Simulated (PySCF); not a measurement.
Cs (caesium, neutral): UHF calculation

Configuration: [Xe] 6p1, 2P determinant (an excited configuration). All numbers are calculated (PySCF 2.14, the spin-free X2C one-electron Hamiltonian (Gaussian nucleus), in x2c-TZVPPall).

- Total energy: -7783.021119 hartree
- One-electron energy: -10640.0520 hartree
- Hartree (Coulomb) energy: 3048.4410 hartree
- Exchange energy: -191.4102 hartree
- ⟨S²⟩: 0.7500
- ⟨L²⟩: 2.001
- Sum of ⟨r⟩: 44.06 bohr
- Sum of ⟨r²⟩: 119.9 bohr²
- Traceless quadrupole moment −½Σ⟨3z² − r²⟩ along its main axis: -27.3 e·bohr²
- Langevin diamagnetic susceptibility: -95.0 ×10⁻⁶ cm³/mol

```csv
shell,electrons,mean orbital energy (hartree),spread (hartree),"rms radius, mean of both spins (bohr)"
1s α,1,-1328.80230,0,0.0298
1s β,1,-1328.80218,0,0.0298
2s α,1,-212.28805,0,0.121
2s β,1,-212.28799,0,0.121
2p α,3,-190.34101,0.00006,0.108
2p β,3,-190.34091,0.00017,0.108
3s α,1,-45.80260,0,0.318
3s β,1,-45.80246,0,0.318
3p α,3,-38.55350,0.00011,0.318
3p β,3,-38.55333,0.00049,0.318
3d α,5,-27.84241,0.00033,0.296
3d β,5,-27.84233,0.00045,0.296
4s α,1,-9.36591,0,0.738
4s β,1,-9.36557,0,0.738
4p α,3,-6.94513,0.00015,0.788
4p β,3,-6.94476,0.00097,0.788
4d α,5,-3.29079,0.00072,0.902
4d β,5,-3.29054,0.00112,0.902
5s α,1,-1.34914,0,1.88
5s β,1,-1.34739,0,1.88
5p α,3,-0.72181,0.00061,2.22
5p β,3,-0.72028,0.00436,2.22
6p α,1,-0.08402,0,8.28
```

Spin-orbit coupling, absent here, splits the open shell strongly.

Densities and radii are taken from the X2C orbitals without a picture-change correction, which distorts them close to the nucleus.

Spin-orbit constants ζ (cm⁻¹) from the X2C one-electron operator on these orbitals: bare nucleus, nucleus screened by l(l+1)(2l+1)/3 electrons, and screened by the Breit-Pauli mean field of the electrons.

| shell | bare | screened nucleus | mean field |
| --- | --- | --- | --- |
| 2p | 1864000 | 1796000 | n/a |
| 3p | 361600 | 348400 | n/a |
| 3d | 55480 | 45390 | n/a |
| 4p | 71630 | 69030 | n/a |
| 4d | 8643 | 7072 | n/a |
| 5p | 8053 | 7760 | n/a |
| 6p | 223.6 | 215.5 | n/a |

To first order the Landé constant is A = 215.5 cm⁻¹, so the lowest level has J = 1/2 and lies 0.0267 eV below the centre of the term. First order in ζ underestimates the shift of the j = l − 1/2 level at high Z.
